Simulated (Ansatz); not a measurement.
**InI (indium iodide (ini)): where methods fail along a bond**

The species is InI (2 atoms), meant as a singlet with charge 0. As SMILES, `[In][I]`. Geometry: a GFN2-xTB relaxation, a rough one for these elements and not checked as a minimum.

```xyz
2

In    0.0000    0.0000    0.0000
I     0.0000    0.0000    2.7892
```

The In1–I2 distance is scanned; the parts on either side stay rigid. Basis STO-3G, 36 core orbitals frozen in the correlated methods; program Ansatz 0.2.0. FCI is exact within this basis and core. Energies in eV from each method's value at 2.789 Å; methods without a U are spin-restricted; a dash marks a point that is missing or didn't converge. The shape above is that at 2.789 Å.

| distance (Å) | PBE0 | CAM-B3LYP | HSE06 | CCSD | FCI |
| --- | --- | --- | --- | --- | --- |
| 2.789 | 0.00 | 0.00 | 0.00 | 0.00 | 0.00 |
| 3.487 | 1.68 | 1.75 | 1.67 | 1.63 | 1.63 |
| 4.184 | 3.41 | 3.54 | 3.39 | 3.45 | 3.46 |
| 5.578 | 4.72 | 5.00 | 4.66 | 5.11 | 4.78 |
| 6.973 | 4.97 | 5.37 | 4.88 | – | 4.80 |

Departure from the FCI curve at its largest: PBE0 +0.17 eV at 6.97 Å; CAM-B3LYP +0.57 eV at 6.97 Å; HSE06 -0.12 eV at 5.58 Å; CCSD +0.33 eV at 5.58 Å. For the functionals part of the departure is owed to the small basis.
